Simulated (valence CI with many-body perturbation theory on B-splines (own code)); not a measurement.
Energy levels of W³⁴⁺

Calculated by valence CI with perturbative core correlation (CI+MBPT): four valence electrons over a frozen Dirac-Fock core [Kr], radial functions for each j: 9 s, 9 p, 10 d, 8 f, 5 g, 3 h, 1 i, with the one-electron correlation potential Σ1, the two-electron term Σ2, the three-electron term Σ3, Breit, model QED; selected CI, second order for the rest (own B-spline code, finite nucleus).

No measured spectrum was set against this ion. As an estimate, large intervals hold to a few tenths of a per cent, small ones and those within an open d or f shell to about a per cent. Only levels of the ground parity were solved; by the run's estimate the other parity begins above the list, which can be wrong where configurations are misplaced.

Levels 1 to 34 of 34, with energies above the lowest level, (4d3/2^4) J=0. "Leading %" is the weight of the configuration and term that name the level; weights of strongly mixed levels are sums over their largest components and can fall short. In the jj column 3d3/2^4 stands for four electrons in 3d with j = 3/2. Lifetimes count E1, E2, E3, M1 and M2 decay at the calculated energies, and are blank where another channel may lead or the interval is too uncertain; long ones can be off by a factor of two.

| No. | Configuration | Term | J | E (eV) | Leading % | g | Leading jj | Lifetime |
| --- | --- | --- | --- | --- | --- | --- | --- | --- |
| 1 | 4d4 | 3P | 0 | 0.000 | 58 |  | 4d3/2^4 (97 %) |  |
| 2 | 4d4 | 5D | 1 | 14.447 | 62 | 1.497 | 4d3/2^3 4d5/2 (98 %) | 23.9 μs |
| 3 | 4d4 | 3F | 4 | 19.361 | 29 | 1.081 | 4d3/2^3 4d5/2 (97 %) |  |
| 4 | 4d4 | 5D | 2 | 19.564 | 45 | 1.255 | 4d3/2^3 4d5/2 (87 %) | 680 μs |
| 5 | 4d4 | 3F | 3 | 20.999 | 28 | 1.159 | 4d3/2^3 4d5/2 (91 %) | 21.4 ms |
| 6 | 4d4 | 5D | 0 | 32.447 | 64 |  | 4d3/2^2 4d5/2^2 (96 %) | 8.02 μs |
| 7 | 4d4 | 5D | 2 | 33.119 | 43 | 1.211 | 4d3/2^2 4d5/2^2 (90 %) | 12.4 μs |
| 8 | 4d4 | 3H | 4 | 33.661 | 40 | 1.155 | 4d3/2^2 4d5/2^2 (96 %) | 23.1 μs |
| 9 | 4d4 | 5D | 3 | 34.189 | 47 | 1.151 | 4d3/2^2 4d5/2^2 (89 %) | 22.8 μs |
| 10 | 4d4 | 3H | 5 | 36.068 | 68 | 1.083 | 4d3/2^2 4d5/2^2 (100 %) | 42.9 μs |
| 11 | 4d4 | 3P | 1 | 37.291 | 44 | 1.118 | 4d3/2^2 4d5/2^2 (94 %) | 19.4 μs |
| 12 | 4d4 | 1I | 6 | 37.436 | 50 | 1.079 | 4d3/2^2 4d5/2^2 (99 %) | 71.6 ms |
| 13 | 4d4 | 3F | 3 | 38.986 | 44 | 1.092 | 4d3/2^2 4d5/2^2 (96 %) |  |
| 14 | 4d4 | 3G | 4 | 39.128 | 57 | 1.033 | 4d3/2^2 4d5/2^2 (97 %) | 98.6 μs |
| 15 | 4d4 | 3D | 2 | 39.573 | 33 | 1.091 | 4d3/2^2 4d5/2^2 (96 %) | 69.9 μs |
| 16 | 4d4 | 3F | 2 | 44.288 | 47 | 0.997 | 4d3/2^2 4d5/2^2 (94 %) | 13.5 μs |
| 17 | 4d4 | 3F | 4 | 45.760 | 64 | 1.207 | 4d3/2^2 4d5/2^2 (89 %) | 42.1 μs |
| 18 | 4d4 | 3P | 2 | 50.091 | 37 | 1.166 | 4d3/2^2 4d5/2^2 (89 %) | 149 μs |
| 19 | 4d4 | 5D | 4 | 52.183 | 30 | 1.141 | 4d3/2 4d5/2^3 (88 %) | 9.53 μs |
| 20 | 4d4 | 3F | 3 | 52.382 | 45 | 1.176 | 4d3/2 4d5/2^3 (95 %) | 8.22 μs |
| 21 | 4d4 | 3D | 1 | 54.243 | 55 | 0.944 | 4d3/2 4d5/2^3 (96 %) | 6.33 μs |
| 22 | 4d4 | 3P | 0 | 54.648 | 63 |  | 4d3/2^2 4d5/2^2 (60 %) |  |
| 23 | 4d4 | 3G | 5 | 54.684 | 68 | 1.143 | 4d3/2 4d5/2^3 (100 %) | 17.1 μs |
| 24 | 4d4 | 3H | 6 | 55.200 | 50 | 1.080 | 4d3/2 4d5/2^3 (99 %) | 19.5 μs |
| 25 | 4d4 | 3F | 2 | 57.704 | 49 | 1.059 | 4d3/2 4d5/2^3 (91 %) | 9.60 μs |
| 26 | 4d4 | 3D | 3 | 58.470 | 36 | 1.090 | 4d3/2 4d5/2^3 (97 %) | 13.3 μs |
| 27 | 4d4 | 1S | 0 | 62.033 | 77 |  | 4d3/2 4d5/2^3 (54 %) | 19.9 μs |
| 28 | 4d4 | 3P | 1 | 63.660 | 91 | 1.428 | 4d3/2 4d5/2^3 (98 %) | 10.6 μs |
| 29 | 4d4 | 3F | 3 | 63.683 | 65 | 1.060 | 4d3/2 4d5/2^3 (99 %) | 16.2 μs |
| 30 | 4d4 | 1G | 4 | 64.380 | 69 | 1.046 | 4d3/2 4d5/2^3 (95 %) | 12.1 μs |
| 31 | 4d4 | 1D | 2 | 65.595 | 65 | 1.117 | 4d3/2 4d5/2^3 (81 %) | 14.3 μs |
| 32 | 4d4 | 3F | 4 | 73.610 | 48 | 1.161 | 4d5/2^4 (96 %) | 5.95 μs |
| 33 | 4d4 | 1D | 2 | 77.653 | 39 | 1.074 | 4d5/2^4 (88 %) | 5.77 μs |
| 34 | 4d4 | 1S | 0 | 87.346 | 52 |  | 4d5/2^4 (86 %) | 4.25 μs |

The ionisation energy to 4d3 4F_3/2 of the next ion comes out as 1456.4 eV (NIST: 1459.9 ± 1.5 eV (semi-empirical)). All 34 levels together are meant to be complete up to 90.841 eV.
